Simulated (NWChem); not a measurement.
Species: GeH cation, singlet

All runs: NWChem. Pople sets run with spherical d functions. Low-valent species are run as closed-shell singlets; no triplet was tried in these runs. B3LYP is NWChem's, with the RPA form of VWN correlation. Each level has its own optimisation; frequencies are unscaled.

For level B3LYP/6-31G*:

```yaml
highest harmonic frequency (cm⁻¹): 1984
```

How do the values read with level B3LYP/3-21G instead?

The highest harmonic frequency (cm⁻¹) comes out as 1901.
